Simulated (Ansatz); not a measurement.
Stepwise reaction of `B[SiH](B)CF` with hydrogen, as a gas-phase model of exchange steps in deposition or etching. ΔE in kJ/mol.

Calculated with Ansatz (gas phase, PBE0-D4/def2-TZVP geometries, no zero-point term in ΔE). CBS: MP2 limit from def2 TZ/QZ plus the TZ coupled-cluster correction, frozen cores. This one scheme is used for every species. Functionals use def2-TZVPP. B3LYP here is the variant with VWN-RPA as its local correlation; programs differ in this. One conformer a species, not always the lowest.

```
step                                reaction  PBE-D4  B3LYP-D4  ωB97M-V  CCSD(T)/CBS
   1  `B[SiH](B)CF` + H₂ → `B[SiH2]CF` + BH₃   -10.8     -28.3    -31.9        -28.8
```

Give the row of step 2, `B[SiH2]CF` + H₂ → `FC[SiH3]` + BH₃. (An estimate is asked.)

Computed: 
| step | reaction | PBE-D4 | B3LYP-D4 | ωB97M-V | CCSD(T)/CBS |
| --- | --- | --- | --- | --- | --- |
| 2 | `B[SiH2]CF` + H₂ → `FC[SiH3]` + BH₃ | -23.2 | -38.0 | -40.0 | -37.0 |

By hand: ΔE of the 2 steps together at CCSD(T)/CBS.

(-28.8) + (-37.0) = -65.8 kJ/mol, or -32.9 kJ/mol a step.

In ΔE each step is lower than the one before. All are downhill at CCSD(T)/CBS. PBE-D4 differs from CCSD(T)/CBS by 13.8 to 18.0 kJ/mol a step. Isolated molecules leave out the surface, adducts and barriers. Largest T1 diagnostic: 0.014.
